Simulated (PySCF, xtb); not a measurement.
hydrogen sulfate (HO₄S), SMILES O=S(=O)([O-])O, charge -1. Atoms are numbered in the order given.

```xyz
6

O      1.4349    -0.2715    -0.5528
S     -0.1513     0.0272     0.0290
O      0.0635     0.0045     1.5075
O     -0.9438    -1.1019    -0.5110
O     -0.4965     1.3538    -0.5341
H      1.9569    -0.3144     0.2593
```
Charge -1, spin multiplicity 1.

Coordinates come from a B3LYP-D3(BJ)/def2-SVPD optimisation. The values are those of a single conformer.

Level of theory: C-PCM-PBE0/def2-SVPD (PySCF).

The values are the electrostatic part of the solvation free energy, E(continuum) − E(gas) at the gas-phase geometry, in a cavity of scaled van der Waals radii (PySCF's table); cavitation and dispersion terms are not included. In vacuum the orbital gap is 6.80 eV.

Computed values in water (ε = 78.36), acetone (ε = 20.49), 2-propanol (ε = 19.26):
```
solvent         ε  ΔG(elec) (kcal/mol)  gap (eV)
----------  -----  -------------------  --------
water       78.36                -61.8      8.01
acetone     20.49                -59.5      7.97
2-propanol  19.26                -59.3      7.97
```

For comparison, GFN2-xTB/ALPB(water) (xtb, at the GFN2-xTB geometry, all terms of that model) gives -73.5 kcal/mol.
